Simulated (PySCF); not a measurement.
A geometry optimisation, step by step.

Species: AlMe2(NEt2), C6H16AlN.
Bonds: Al1–C2, Al1–C6, Al1–N10, N10–C11, N10–C13, C11–C12, C13–C14. Hydrogens: H3, H4, H5 on C2; H7, H8, H9 on C6; H15, H16 on C11; H17, H18, H19 on C12; H20, H21 on C13; H22, H23, H24 on C14.

Method: PBE0-D3(BJ)/def2-SVP geometry optimisation, gas phase in PySCF; density fitting, grid level 1; the optimiser is geomeTRIC in internal coordinates, started from a GFN2-xTB structure with every atom displaced at random (about 0.03 Å). 7 of its 8 geometries are shown. The frame can shift and turn from step to step; on so coarse a grid that alone can change the energy by a few meV, and forces under 0.02 eV/Å are noise.

Step 0: E = -14550.5725 eV, largest atomic force 4.131 eV/Å
```
atom  x, y, z in Å  |  force x, y, z in eV/Å
Al1     0.778    1.178    0.019   -1.617   1.584  -0.561
C2      2.548    1.276    0.746    0.115   0.284   0.645
H3      3.205    0.664    0.157    0.736  -0.610  -0.675
H4      2.712    0.942    1.776   -0.262  -0.179   0.268
H5      2.959    2.287    0.715    0.033   0.389  -0.157
C6     -0.210    2.880   -0.740    3.476  -1.229   1.864
H7      0.503    3.723   -0.727   -0.037  -0.022  -0.065
H8     -1.039    3.168   -0.176   -1.780   0.485   1.423
H9     -0.536    2.745   -1.709   -0.818  -0.420  -2.806
N10    -0.184   -0.322    0.030   -1.719   0.185  -0.977
C11     0.302   -1.516    0.684    0.453   1.522   0.525
C12    -0.313   -1.760    2.037   -1.402  -0.133  -0.327
C13    -1.540   -0.443   -0.696    2.710  -2.010   1.886
C14    -1.388   -1.154   -2.009    1.547   0.680  -1.090
H15     1.389   -1.397    0.817    0.139  -0.053   0.024
H16     0.194   -2.347    0.042   -0.266  -1.623  -0.994
H17    -0.180   -0.862    2.652    0.115  -0.092   0.295
H18    -1.426   -1.918    1.925    0.814   0.071   0.212
H19     0.106   -2.659    2.500    0.095  -0.071   0.315
H20    -2.232   -1.014   -0.023    0.176   0.427  -0.364
H21    -1.918    0.530   -0.851   -0.641   1.527  -0.099
H22    -0.615   -0.672   -2.682   -0.846   0.259   0.568
H23    -0.952   -2.147   -1.989   -0.235  -0.806   0.622
H24    -2.322   -1.183   -2.541   -0.785  -0.164  -0.531
```

Step 1: E = -14551.2603 eV, largest atomic force 0.791 eV/Å
```
atom  x, y, z in Å  |  force x, y, z in eV/Å
Al1     0.763    1.249    0.004   -0.253   0.240   0.031
C2      2.567    1.365    0.732    0.325  -0.061   0.026
H3      3.258    0.733    0.143   -0.019   0.038   0.024
H4      2.685    1.040    1.780   -0.130  -0.037  -0.022
H5      2.959    2.395    0.678   -0.028  -0.006  -0.033
C6     -0.186    2.794   -0.779    0.366  -0.210   0.117
H7      0.497    3.659   -0.798   -0.098   0.066  -0.060
H8     -1.067    3.073   -0.178   -0.033   0.008  -0.056
H9     -0.518    2.596   -1.811   -0.066   0.066   0.006
N10    -0.143   -0.292    0.041   -0.334  -0.480  -0.136
C11     0.286   -1.535    0.661    0.390   0.268   0.092
C12    -0.384   -1.823    2.001   -0.198   0.057  -0.184
C13    -1.440   -0.411   -0.631    0.630   0.097   0.469
C14    -1.353   -1.103   -1.973    0.216  -0.045  -0.491
H15     1.381   -1.485    0.817   -0.062  -0.034   0.017
H16     0.132   -2.387   -0.027   -0.024  -0.020   0.016
H17    -0.215   -0.988    2.696    0.099  -0.046   0.084
H18    -1.475   -1.925    1.888    0.004  -0.020   0.000
H19    -0.015   -2.760    2.446    0.062   0.030   0.038
H20    -2.123   -0.961    0.038   -0.265   0.080  -0.076
H21    -1.833    0.609   -0.752   -0.265  -0.024  -0.079
H22    -0.645   -0.574   -2.637   -0.141   0.086   0.067
H23    -0.959   -2.131   -1.897   -0.174   0.014   0.105
H24    -2.329   -1.139   -2.482   -0.001  -0.068   0.044
```

Step 2: E = -14551.3036 eV, largest atomic force 0.306 eV/Å
```
atom  x, y, z in Å  |  force x, y, z in eV/Å
Al1     0.730    1.247    0.010   -0.078   0.001   0.018
C2      2.523    1.291    0.800    0.154  -0.055  -0.058
H3      3.216    0.640    0.233   -0.058   0.057   0.056
H4      2.564    0.948    1.847   -0.053  -0.002  -0.020
H5      2.948    2.309    0.772   -0.021  -0.033   0.006
C6     -0.138    2.798   -0.800   -0.025   0.074  -0.087
H7      0.546    3.662   -0.806   -0.058   0.051  -0.031
H8     -1.041    3.093   -0.233    0.076  -0.016  -0.105
H9     -0.449    2.610   -1.846    0.001   0.043   0.158
N10    -0.195   -0.289    0.011    0.024   0.007  -0.080
C11     0.335   -1.476    0.656   -0.165  -0.110  -0.067
C12    -0.298   -1.779    2.011    0.012   0.001  -0.043
C13    -1.485   -0.433   -0.653    0.244   0.042   0.180
C14    -1.408   -1.100   -2.018    0.018  -0.113  -0.056
H15     1.424   -1.353    0.796   -0.046   0.016  -0.018
H16     0.225   -2.361   -0.005    0.014   0.048   0.054
H17    -0.161   -0.929    2.698    0.039  -0.011   0.020
H18    -1.380   -1.959    1.927   -0.053   0.000  -0.030
H19     0.149   -2.676    2.469    0.016   0.006   0.012
H20    -2.179   -0.998   -0.005   -0.097  -0.008   0.022
H21    -1.934    0.570   -0.775    0.018  -0.054   0.051
H22    -0.742   -0.532   -2.684    0.020   0.026  -0.031
H23    -1.009   -2.125   -1.945   -0.016   0.036  -0.016
H24    -2.400   -1.160   -2.498    0.035  -0.007   0.064
```

Step 4: E = -14551.3171 eV, largest atomic force 0.042 eV/Å
```
atom  x, y, z in Å  |  force x, y, z in eV/Å
Al1     0.735    1.268    0.002   -0.019  -0.010  -0.005
C2      2.522    1.295    0.810    0.007   0.015  -0.029
H3      3.216    0.635    0.262    0.001  -0.004   0.004
H4      2.523    0.952    1.857   -0.015  -0.003   0.004
H5      2.957    2.307    0.793    0.009  -0.002   0.013
C6     -0.130    2.814   -0.838    0.019   0.012   0.010
H7      0.533    3.694   -0.862   -0.005  -0.001  -0.003
H8     -1.042    3.110   -0.292   -0.004   0.000   0.002
H9     -0.440    2.608   -1.876    0.001  -0.015  -0.001
N10    -0.175   -0.280    0.018    0.003  -0.007   0.002
C11     0.335   -1.483    0.648    0.005  -0.016   0.001
C12    -0.299   -1.795    1.999    0.005   0.006   0.005
C13    -1.467   -0.429   -0.624   -0.036  -0.008  -0.020
C14    -1.408   -1.099   -1.993   -0.013   0.014   0.025
H15     1.425   -1.380    0.785    0.003   0.008   0.003
H16     0.207   -2.355   -0.023    0.007   0.004   0.003
H17    -0.132   -0.966    2.704    0.003  -0.002  -0.001
H18    -1.387   -1.947    1.913    0.001   0.008   0.004
H19     0.130   -2.710    2.437   -0.008  -0.004  -0.007
H20    -2.160   -0.995    0.028    0.006   0.007   0.000
H21    -1.928    0.567   -0.738    0.015   0.003  -0.004
H22    -0.767   -0.520   -2.677   -0.003  -0.004  -0.005
H23    -0.997   -2.118   -1.930    0.019   0.004  -0.003
H24    -2.411   -1.174   -2.442   -0.002  -0.004   0.003
```

Step 5: E = -14551.3181 eV, largest atomic force 0.029 eV/Å
```
atom  x, y, z in Å  |  force x, y, z in eV/Å
Al1     0.735    1.271   -0.003    0.009  -0.009   0.000
C2      2.516    1.290    0.817   -0.011   0.024  -0.003
H3      3.212    0.624    0.280    0.011  -0.009  -0.003
H4      2.494    0.943    1.864   -0.001  -0.004   0.003
H5      2.960    2.298    0.812    0.007  -0.001   0.004
C6     -0.125    2.814   -0.852    0.000   0.015   0.017
H7      0.534    3.697   -0.880    0.005  -0.006  -0.002
H8     -1.041    3.110   -0.313   -0.010   0.003   0.011
H9     -0.431    2.597   -1.889    0.000  -0.011  -0.027
N10    -0.173   -0.277    0.014   -0.019  -0.011  -0.004
C11     0.340   -1.479    0.644    0.013   0.015   0.005
C12    -0.287   -1.790    1.998    0.004  -0.001  -0.001
C13    -1.469   -0.427   -0.620   -0.007  -0.020   0.003
C14    -1.418   -1.099   -1.988    0.006   0.018   0.004
H15     1.430   -1.375    0.776   -0.003   0.003   0.000
H16     0.210   -2.351   -0.026    0.001  -0.016  -0.003
H17    -0.109   -0.963    2.705    0.002   0.001   0.000
H18    -1.376   -1.933    1.920   -0.001   0.006   0.003
H19     0.138   -2.709    2.431   -0.006  -0.004  -0.002
H20    -2.158   -0.993    0.037    0.001   0.004  -0.003
H21    -1.932    0.568   -0.732    0.009   0.012  -0.007
H22    -0.790   -0.516   -2.681   -0.012   0.002   0.001
H23    -0.993   -2.113   -1.929    0.005  -0.002   0.007
H24    -2.425   -1.185   -2.426   -0.003  -0.009  -0.003
```

Step 6: E = -14551.3185 eV, largest atomic force 0.030 eV/Å
```
atom  x, y, z in Å  |  force x, y, z in eV/Å
Al1     0.736    1.271   -0.007    0.014  -0.001   0.002
C2      2.513    1.289    0.821   -0.013   0.012   0.007
H3      3.212    0.621    0.289    0.007  -0.004  -0.003
H4      2.480    0.941    1.867    0.005  -0.002   0.000
H5      2.962    2.296    0.822    0.002   0.000  -0.002
C6     -0.123    2.812   -0.861   -0.012   0.002   0.010
H7      0.534    3.696   -0.893    0.007  -0.004  -0.002
H8     -1.041    3.109   -0.326   -0.003   0.002   0.006
H9     -0.427    2.588   -1.898    0.001  -0.002  -0.017
N10    -0.173   -0.277    0.012   -0.025  -0.014  -0.009
C11     0.342   -1.478    0.642    0.005   0.018   0.002
C12    -0.279   -1.785    2.000    0.001  -0.002  -0.001
C13    -1.471   -0.427   -0.618    0.010  -0.009   0.013
C14    -1.424   -1.100   -1.985    0.014   0.007  -0.007
H15     1.433   -1.375    0.769   -0.002   0.001  -0.002
H16     0.209   -2.352   -0.025   -0.001  -0.013  -0.002
H17    -0.090   -0.960    2.706    0.003   0.000   0.002
H18    -1.370   -1.918    1.928   -0.001   0.005   0.001
H19     0.140   -2.708    2.429   -0.003  -0.002   0.000
H20    -2.157   -0.992    0.043   -0.002   0.003  -0.002
H21    -1.933    0.569   -0.730    0.004   0.008  -0.003
H22    -0.807   -0.513   -2.683   -0.010   0.004   0.001
H23    -0.990   -2.110   -1.927   -0.001  -0.002   0.006
H24    -2.434   -1.196   -2.416   -0.002  -0.007   0.000
```

Step 7: E = -14551.3187 eV, largest atomic force under 0.02 eV/Å
```
atom  x, y, z in Å  |  force x, y, z in eV/Å
Al1     0.737    1.270   -0.012    0.012   0.002   0.004
C2      2.513    1.290    0.820   -0.007  -0.005   0.011
H3      3.214    0.620    0.293    0.001   0.001  -0.002
H4      2.474    0.941    1.866    0.007   0.001  -0.002
H5      2.963    2.296    0.825   -0.003   0.002  -0.006
C6     -0.123    2.808   -0.869   -0.014  -0.007  -0.004
H7      0.534    3.692   -0.904    0.005  -0.001  -0.001
H8     -1.042    3.107   -0.335    0.004   0.001  -0.001
H9     -0.426    2.579   -1.905    0.000   0.005   0.000
N10    -0.172   -0.278    0.011   -0.010  -0.007  -0.004
C11     0.343   -1.478    0.642   -0.003   0.008   0.000
C12    -0.273   -1.778    2.004    0.000  -0.001   0.000
C13    -1.473   -0.427   -0.615    0.013   0.002   0.007
C14    -1.429   -1.102   -1.981    0.007  -0.003  -0.009
H15     1.435   -1.378    0.763    0.000   0.000  -0.002
H16     0.203   -2.354   -0.022   -0.001  -0.003   0.002
H17    -0.072   -0.955    2.708    0.003  -0.001   0.002
H18    -1.366   -1.900    1.938   -0.001   0.003  -0.001
H19     0.139   -2.706    2.431    0.000   0.000   0.001
H20    -2.158   -0.990    0.048   -0.005   0.001  -0.001
H21    -1.933    0.569   -0.728    0.000   0.000   0.000
H22    -0.821   -0.511   -2.685   -0.005   0.003   0.001
H23    -0.985   -2.108   -1.923   -0.002   0.000   0.002
H24    -2.440   -1.208   -2.407   -0.001  -0.004   0.002
```

Q: Summarise the path.

A: The energy falls by 0.7463 eV from step 0 to step 7; nine tenths of that is first reached at step 1. It falls at every step. The largest force goes from 4.131 to under 0.02 eV/Å. Among the bonds Al1–C6 changes most, from 2.109 to 1.960 Å; the atoms move by 0.142 Å rms after alignment.

Q: Follow the three bonds and two angles with the largest change from start to end.

A: 
| step | E above end (eV) | largest force (eV/Å) | Al1–C6 (Å) | N10–C13 (Å) | C6–H9 (Å) | H22–C14–H23 (°) | Al1–C2–H4 (°) |
| --- | --- | --- | --- | --- | --- | --- | --- |
| 0 | 0.7463 | 4.131 | 2.109 | 1.544 | 1.031 | 97.3 | 118.6 |
| 1 | 0.0584 | 0.791 | 1.976 | 1.465 | 1.102 | 104.9 | 115.9 |
| 2 | 0.0151 | 0.306 | 1.953 | 1.458 | 1.107 | 107.5 | 114.2 |
| 3 | 0.0033 | 0.112 | 1.961 | 1.448 | 1.104 | 108.0 | 113.3 |
| 4 | 0.0016 | 0.042 | 1.961 | 1.450 | 1.103 | 107.8 | 112.8 |
| 5 | 0.0006 | 0.029 | 1.960 | 1.451 | 1.102 | 107.5 | 112.1 |
| 6 | 0.0002 | 0.030 | 1.960 | 1.451 | 1.103 | 107.5 | 111.8 |
| 7 | 0.0000 | under 0.02 | 1.960 | 1.451 | 1.103 | 107.5 | 111.5 |

The cost below is that of the whole optimisation. The run took 55 s wall, 2.5 min CPU on an AMD EPYC 9R45 with 2 threads, on a shared host, and the process peaked at 0.95 GiB of memory.
